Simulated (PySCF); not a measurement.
Species: C₈H₁₁OP.
Structure used (GFN2-xTB), in Å, numbered top down from 1:
```xyz
21
C8H11OP angstrom
C      4.3134   -0.9775    0.6273
C      3.0750   -0.6324   -0.0256
C      2.0290   -0.3454   -0.5497
P      0.5532    0.0524   -1.4128
O      0.6331    0.0227   -2.8790
C     -0.5640    1.0463   -0.4166
C     -1.0008    2.3668    0.0718
C     -0.9089   -0.2573   -0.4129
C     -1.9483   -1.1819    0.0839
C     -3.0259   -0.4710    0.8978
H      4.1312   -1.2102    1.6761
H      5.0110   -0.1430    0.5628
H      4.7548   -1.8465    0.1400
H     -0.2472    2.7869    0.7385
H     -1.1166    3.0525   -0.7679
H     -1.9467    2.2921    0.6052
H     -1.4682   -1.9556    0.6922
H     -2.4013   -1.6888   -0.7747
H     -2.5880    0.0123    1.7681
H     -3.7702   -1.1876    1.2381
H     -3.5236    0.2821    0.2916
```

Probes without a nucleus sit at each ring's centroid and 1 Å off its mean plane on both sides; NICS is minus the shielding there, NICSzz its component along the normal. Level: GIAO PBE0/pcSseg-1 (PySCF, non-relativistic, gas phase) on the GFN2-xTB geometry, one conformer.

Ring bond lengths (Å), with Mayer bond orders in brackets: P4–C6 1.797 (0.86), C6–C8 1.348 (1.53), C8–P4 1.798 (0.85).

Question: Give the NICS values of each ring in ppm.

Answer: 
```
    ring                                                     type  NICS(0)  NICS(1), two faces  NICS(1)zz, two faces  rms pucker (Å)  centre to ring atoms, mean (Å)
P4–C6–C8  3-membered ring with P; formal bonds 1 double, 2 single    -16.7        -10.1 / -6.8          -13.6 / -5.8            0.00                            0.95
```

Question: What can be read from them?

Answer: 
- P4–C6–C8: mean NICS(1)zz -9.7 ppm, shielded. P4 has four or more neighbours, and the NICS criterion for π rings isn't applied. The two faces differ by 7.8 ppm, so no symmetry operation interchanges them. NICS(0) lies 8 ppm below the mean NICS(1).

Question: List the ring angles and the Hirshfeld charges of the ring atoms.

Answer: 
- P4–C6–C8: P4 44.1° (+0.372 e), C6 68.0° (-0.030 e), C8 67.9° (-0.032 e); sum 180.0° against 180° for a flat convex ring.

Question: What are the shieldings of the ring atoms and their hydrogens in the same run (means over atoms taken as equivalent)?

Answer: 
| atoms | environment | σ isotropic (ppm) |
| --- | --- | --- |
| P4 | phosphoryl phosphorus | 448.9 |
| C6 | fully substituted alkene carbon | 16.5 |
| C8 | fully substituted alkene carbon | 11.5 |

The run took 93 s on one thread, Arm Neoverse N1 (aarch64), no GPU, shared host, and the process peaked at 1.1 GiB of memory. This is the whole shielding run at PBE0/pcSseg-1, SCF included.
